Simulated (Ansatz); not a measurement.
Reaction (SMILES): NB(N)F -> N[B]N + F atom (the B-F bond at the site shown breaks; other sites are not compared here)
Each molecule is optimised on its own at B3LYP-D3(BJ)/def2-TZVP (Ansatz, an electronic-structure program), one conformer each, not searched for the lowest. Frequencies are from Ansatz.

Wanted: bond dissociation energy (0 K, with B3LYP-D3(BJ) harmonic zero-point energies), in kcal/mol. Cores are frozen in the correlated levels unless marked. Open shells are spin-unrestricted. Spin-orbit coupling is left out. Non-relativistic. CBS marks a two-point X^-3 extrapolation of the correlation energy; Hartree-Fock from the larger set.

```
level                            program  bond dissociation energy (kcal/mol)
------------------------  --------------  -----------------------------------
PBE-D3(BJ)/def2-TZVPD     Ansatz + dftd3                                165.4
revPBE-D3(BJ)/def2-TZVPD  Ansatz + dftd3                                158.7
revPBE-D4/def2-TZVPD      Ansatz + dftd4                                159.7
LC-wPBE-D4/def2-TZVPD     Ansatz + dftd4                                164.9
```

**Question.** What does CCSD(T)/CBS(cc-pVTZ,cc-pVQZ) (Ansatz) give?

**Answer.** 168.2 kcal/mol
